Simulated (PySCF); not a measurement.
PBE on Tl⁻ (thallium, charge -1), [Xe] 4f14 5d10 6s2 6p2, high-spin 3P determinant. Calculation: PySCF 2.14, in aug-cc-pVQZ-PP with one added diffuse shell each of s, p, d, f, g type with ECP60MDF (8s8p6d4f3g, 117 functions); a scalar-relativistic core potential.

```
cycle= 1 E= -172.552478053529  delta_E= -0.0142  |g|= 0.0337  |ddm|= 1.65
cycle= 2 E= -172.548444768628  delta_E= 0.00403  |g|= 0.063  |ddm|= 1.68
cycle= 3 E= -172.552838801456  delta_E= -0.00439  |g|= 0.00349  |ddm|= 1.04
cycle= 4 E= -172.552929777833  delta_E= -9.1e-05  |g|= 0.0059  |ddm|= 0.128
cycle= 5 E= -172.552939659363  delta_E= -9.88e-06  |g|= 0.00248  |ddm|= 0.12
cycle= 6 E= -172.552955010927  delta_E= -1.54e-05  |g|= 0.000981  |ddm|= 0.0699
cycle= 7 E= -172.552958552977  delta_E= -3.54e-06  |g|= 0.000109  |ddm|= 0.0453
cycle= 8 E= -172.552958520729  delta_E= 3.22e-08  |g|= 3.66e-05  |ddm|= 0.00476
cycle= 9 E= -172.552958528396  delta_E= -7.67e-09  |g|= 3.95e-06  |ddm|= 0.000764
cycle= 10 E= -172.552958528483  delta_E= -8.73e-11  |g|= 6.5e-07  |ddm|= 0.000115
converged SCF energy = -172.552958528483  <S^2> = 2.0011896  2S+1 = 3.0007929
```

Highest occupied orbital energy: 1.117 eV; ⟨L²⟩ = 2.01; populations by l: s 4.00, p 8.00, d 10.00, f 0.00.

**Question.** Can this result be used?

**Answer.** With care. Self-consistency was reached. Energies and moments cover only the electrons outside the core potential. Spin-orbit coupling is strong in this species (close to jj coupling), so the high-spin LS determinant is a model state, not a physical level. At PBE the highest occupied level has a positive energy, so only the finite basis holds that electron; in a semilocal or global hybrid functional this comes from self-interaction and does not mean that the real anion is unbound.
